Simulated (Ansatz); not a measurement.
CH₂GaNZn, SMILES `[CH]1=[N][GaH][Zn]1` at its PBE0-D4/def2-TZVP geometry, where that method's forces vanish. Charge 0, multiplicity 1.

| atom | x (Å) | y (Å) | z (Å) |
| --- | --- | --- | --- |
| C1 | 1.0957 | 0.6673 | -0.0783 |
| N2 | -0.0955 | 0.6759 | -0.4118 |
| Ga3 | -1.2253 | -0.8606 | 0.1533 |
| Zn4 | 1.1530 | -1.1575 | 0.9795 |
| H5 | 1.8167 | 1.4536 | -0.3285 |
| H6 | -2.7445 | -0.7787 | -0.3143 |

Question: For each bond, give half the difference of the two atoms' forces along it (eV/Å; positive pushes the atoms apart) under PBE-D4, r2SCAN-D4, B3LYP-D4, ωB97M-V in def2-TZVPP. (An estimate is asked.)

Answer: The calculation gave: 
```
   bond  length (Å)  PBE-D4  r2SCAN-D4  B3LYP-D4  ωB97M-V
  C1–N2       1.237    0.63       0.24     -0.08    -0.04
 C1–Zn4       2.110    0.04      -0.05      0.29     0.01
  C1–H5       1.096   -0.06      -0.08     -0.15    -0.11
 N2–Ga3       1.989    0.11      -0.04      0.24     0.02
Ga3–Zn4       2.535    0.12      -0.03      0.23    -0.05
 Ga3–H6       1.592    0.05      -0.05     -0.09    -0.12
```

B3LYP here is the variant with VWN-RPA as its local correlation; programs differ in this.

Computed with Ansatz.
